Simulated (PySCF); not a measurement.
Species: C7H7NO.
Geometry (GFN2-xTB, Å), atoms numbered from 1 in this order:
```
atom  x, y, z in Å
C1    -2.1022    0.8072    0.0774
C2    -0.9330    1.4434    0.0103
N3     0.2372    0.6918   -0.0202
C4     1.5343    1.0969   -0.0676
C5     2.3282   -0.0166   -0.0736
C6     1.4756   -1.1422   -0.0274
C7     0.1905   -0.6698    0.0054
C8    -1.1257   -1.3815    0.0422
O9    -2.2733   -0.5343    0.1227
H10   -3.0482    1.3231    0.1087
H11   -0.8416    2.5139   -0.0190
H12    1.7888    2.1380   -0.0911
H13    3.3992   -0.0348   -0.1095
H14    1.7736   -2.1716   -0.0202
H15   -1.2431   -2.0009   -0.8608
H16   -1.1680   -2.0537    0.9113
```

Method: TDDFT B3LYP/def2-SVPD, vertical, gas phase, core orbitals frozen in the response (PySCF 2.14.0, density-fitted response routines). GFN2-xTB frequencies show an imaginary mode (85i cm⁻¹), so this geometry is no minimum at that level.

Transition dipole moments from the ground state, in atomic units and in the frame of the coordinates above (overall signs are arbitrary), for the states with f of 0.002 or more among the lowest 8:

| state | E (hartree) | μx | μy | μz |
| --- | --- | --- | --- | --- |
| S1 | 0.1738 | 0.609 | -0.317 | -0.021 |
| S2 | 0.1897 | -0.014 | -0.023 | -0.436 |
| S3 | 0.1979 | 1.142 | -0.037 | -0.029 |
| S6 | 0.2196 | -0.022 | 0.005 | 0.210 |
| S8 | 0.2310 | -0.058 | 0.005 | -0.134 |

(1) What oscillator strength does each state have?

(2) Which bond between heavy atoms lies closest to the direction of the S3 transition dipole?

(3) What angle do the transition dipoles of S1 and S2 make?

(4) How is the summed strength of these states shared among x, y and z?

(5) What peak molar absorption coefficient would the strongest computed level give as a lone Gaussian band 0.5 eV wide at half height?

Results:

(1) f = (2/3) ΔE |μ|² with ΔE in hartree (27.2114 eV).

```
state  |μ|² (au)  |μ| (D)      f
   S1      0.472     1.75  0.055
   S2      0.191     1.11  0.024
   S3      1.306     2.91  0.172
   S6      0.045     0.54  0.007
   S8      0.021     0.37  0.003
```

(2) C6–C7 and N3–C4, at 18° from it; next C7–C8, C1–C2 and C2–N3 at 30°.

(3) |cos θ| = |μa·μb| / (|μa| |μb|) = 0.02, so θ ≈ 89° (taken between 0 and 90°, since the signs are arbitrary).

(4) (2/3) Σ ΔE μα² gives 0.216 for x, 0.012 for y and 0.033 for z, 0.261 in all.

(5) ε(max) = 2.175×10⁸ f / FWHM, with the width in cm⁻¹. S3: 2.175×10⁸ × 0.1724 / 4033 ≈ 9300 L mol⁻¹ cm⁻¹.
